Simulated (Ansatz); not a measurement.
`[SiH3][O][Zn][Cl]` + H₂S → `[SH][Zn][Cl]` + silanol at 298.15 K and 1 bar (ligand exchange at a Zn–O bond).

Calculated with Ansatz (gas phase, PBE0-D4/def2-TZVP geometries, no zero-point term in ΔE). CCSD(T)/CBS is the MP2 limit (def2-TZVPP, def2-QZVPP) plus CCSD(T) − MP2 in def2-TZVPP, frozen cores. This one scheme is used for every species. For Zn outer-core shells are correlated without core-valence functions, which leaves a few kJ/mol of doubt a bond. Scalar relativity is left out up to krypton. One conformer a species, not always the lowest.

```json
{"species": "`[SiH3][O][Zn][Cl]`", "CCSD(T)/CBS energy (Eh)": "-2604.33020", "H − E (kJ/mol)": "99.8", "S (J/(mol·K))": "363.3"}
{"species": "H₂S", "CCSD(T)/CBS energy (Eh)": "-398.97279", "H − E (kJ/mol)": "49.9", "S (J/(mol·K))": "205.7"}
{"species": "`[SH][Zn][Cl]`", "CCSD(T)/CBS energy (Eh)": "-2636.62673", "H − E (kJ/mol)": "42.0", "S (J/(mol·K))": "306.5"}
{"species": "`O[SiH3]`", "CCSD(T)/CBS energy (Eh)": "-366.69042", "H − E (kJ/mol)": "113.6", "S (J/(mol·K))": "257.8"}
```

H − E and S are ideal-gas, rigid-rotor, harmonic terms from PBE0-D4/def2-TZVP, for one conformer and one mirror image of each species. 1 Eh = 2625.50 kJ/mol, R = 8.31446 J/(mol·K).

By hand: ΔE, ΔH, ΔS and ΔG.

ΔE = (-2636.62673) + (-366.69042) − (-2604.33020) − (-398.97279) = -0.01416 Eh = -37.2 kJ/mol. Δ(H − E) = 42.0 + 113.6 − 99.8 − 49.9 = 5.9, so ΔH = -31.3 kJ/mol. ΔS = 306.5 + 257.8 − 363.3 − 205.7 = -4.7 J/(mol·K). ΔG = -31.3 − 298.15 × (-4.7)/1000 = -29.9 kJ/mol.

By hand: the equilibrium constant, and the temperature at which ΔG would vanish if ΔH and ΔS stayed fixed.

log₁₀ K = −ΔG/(RT ln 10) = 5.2. ΔG = 0 at ΔH/ΔS = 6660 K, far beyond where these terms or the molecules hold.

The number of gas molecules stays the same, so ΔS is small and ΔH decides. A doubt of 5 kJ/mol in ΔE shifts log₁₀ K by 0.9 here. Other conformers and mirror images would add mixing entropy, several J/(mol·K) or more a flexible species. Modes under 60 cm⁻¹, often nearly free rotors, make the harmonic entropy too high. These are equilibria of isolated gas molecules and say nothing of rates. Largest T1 diagnostic: 0.015 (customary marks: 0.02 for closed shells, 0.045 for open ones).
